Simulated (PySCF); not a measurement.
Vertical excitations of a molecule C2H4FNSi from PySCF 2.14.0 with TDDFT-PBE/def2-SVPD, as energy in eV (oscillator strength): 3.85 (0.001), 4.78 (0.001), 4.99 (0.006), 6.00 (0.007), 6.18 (0.011), 6.37 (0.015), 6.38 (0.016), 6.52 (0.005), 6.59 (0.082), 7.00 (0.028). Lowest triplet (TDA): 3.11 eV. Coordinates come from a TPSSh-D3(BJ)/def2-SVP optimisation. The values are those of a single conformer.

Identify the compound among the candidates.
A) C#C[Si@@H](N)F
B) F[C@@H]1N=C[SiH2]1
C) N#C[C@@H](F)[SiH3]
D) N#CC[SiH2]F

B, F[C@@H]1N=C[SiH2]1
